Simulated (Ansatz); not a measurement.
CH₃ClZn (`Cl[CH2][ZnH]`), relaxed with RKS PBE0-D4/def2-TZVP in the Gaussian-basis code of Ansatz from a PBE-D4/def2-SVP geometry. The force threshold is 0.005 eV/Å; the program also tests the step.

The species carries charge 0 and has multiplicity 1.

Start:

```xyz
6

Cl    1.330    1.472   -0.176
C    -0.048    0.350   -0.592
Zn   -0.233   -0.868    0.932
H    -0.936    0.986   -0.780
H     0.217   -0.146   -1.547
H    -0.330   -1.794    2.163
```

| step | energy (eV) | largest force (eV/Å) | largest move (Å) |
| --- | --- | --- | --- |
| 1 | -62016.4131 | 0.578 | 0.000 |
| 2 | -62016.4284 | 0.176 | 0.019 |
| 3 | -62016.4303 | 0.054 | 0.008 |
| 4 | -62016.4304 | 0.020 | 0.002 |
| 5 | -62016.4305 | 0.003 | 0.001 |

End:

```xyz
6

Cl    1.312    1.452   -0.175
C    -0.053    0.349   -0.596
Zn   -0.231   -0.862    0.929
H    -0.921    0.982   -0.778
H     0.217   -0.137   -1.533
H    -0.325   -1.784    2.154
```

It took 14 s on 2 threads of an Arm Neoverse V2 on a shared host, with 0.32 GiB of host memory at the peak.
